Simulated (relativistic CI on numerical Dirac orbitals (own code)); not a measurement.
Sensitivity of the levels of Ce13+ to α and to the nuclear radius

Computed by Dirac-Coulomb-Breit CI, separate exchange-only KLI orbitals for each configuration, derivatives by finite differences, unscaled Slater integrals, QED left out (own radial code, finite nucleus).

Configurations in the expansion (outside the closed core [Ar] 3d10): 4s2 4p6 4d9, 4s2 4p5 4d10, 4s2 4p6 4d8 4f, 4s 4p6 4d10, 4s2 4p6 4d8 5s, 4s2 4p5 4d9 4f, 4s2 4p6 4d8 5p, 4s2 4p6 4d7 5s2. Levels of other configurations are missing.

With x = (α/α₀)² − 1 an excitation energy changes as ω = ω₀ + qx; K = 2q/ω₀ is the relative enhancement. Terms are leading LS components, so labels can repeat. The field-shift factor is F = δν/δ⟨r²⟩ for the transition from the lowest level.

Lowest level 4s2 4p6 4d9 2D_5/2.

| Level | ω₀ (cm⁻¹) | q (cm⁻¹) | F (GHz/fm²) |
| --- | --- | --- | --- |
| 4s2 4p6 4d9 2D_3/2 | 28389 | 28260 | 0.388 |
| 4s2 4p5 4d10 2P°_3/2 | 810245 | 32690 | 4.42 |
| 4s2 4p6 4d8 5s 4F_9/2 | 867437 | -97810 | 87.6 |
| 4s2 4p6 4d8 4f 4F°_7/2 | 872582 | -2386 | 6.06 |
| 4s2 4p6 4d8 4f 4F°_5/2 | 873572 | -4280 | 6.03 |
| 4s2 4p6 4d8 5s 4F_7/2 | 875708 | -95220 | 86.6 |
| 4s2 4p6 4d8 4f 4F°_9/2 | 876315 | 2501 | 6.16 |
| 4s2 4p6 4d8 4f 4D°_3/2 | 880653 | -1645 | 6.09 |
| 4s2 4p6 4d8 4f 2P°_1/2 | 881950 | 24310 | 4.88 |
| 4s2 4p6 4d8 4f 4D°_5/2 | 885556 | -231.9 | 6.15 |
| 4s2 4p6 4d8 5s 2D_5/2 | 888939 | -94280 | 87.4 |
| 4s2 4p6 4d8 4f 4D°_7/2 | 889087 | 4576 | 6.24 |
| 4s2 4p6 4d8 4f 4I°_15/2 | 889438 | -4511 | 6.16 |
| 4s2 4p6 4d8 5s 2D_3/2 | 890432 | -92310 | 87.2 |
| 4s2 4p6 4d8 4f 4F°_3/2 | 891641 | 12750 | 6.29 |
| 4s2 4p6 4d8 4f 4I°_13/2 | 892888 | -4396 | 6.14 |
| 4s2 4p6 4d8 4f 4H°_11/2 | 897168 | -4130 | 6.16 |
| 4s2 4p6 4d8 5s 2F_7/2 | 897594 | -72620 | 87 |
| 4s2 4p6 4d8 5s 4F_5/2 | 898010 | -74400 | 87.4 |
| 4s2 4p6 4d8 4f 4H°_13/2 | 899176 | -3894 | 6.19 |
| 4s2 4p6 4d8 4f 4D°_1/2 | 899639 | 32720 | 5.5 |
| 4s2 4p6 4d8 4f 4H°_9/2 | 903149 | -2947 | 6.19 |
| 4s2 4p6 4d8 4f 2D°_3/2 | 903319 | 8396 | 6.32 |

At this charge energies of transitions that change n are usually good to better than 1 %, and those within a shell (Δn = 0) to a few per cent. Levels and lines within the n = 5 or 6 shells can be off by up to 10 % or somewhat more, and those that change n by about 2 %, since core polarisation is missing.

Which transition from the lowest level has the largest |K|?

4s2 4p6 4d9 2D_3/2 at 28389 cm⁻¹, K = 1.99.
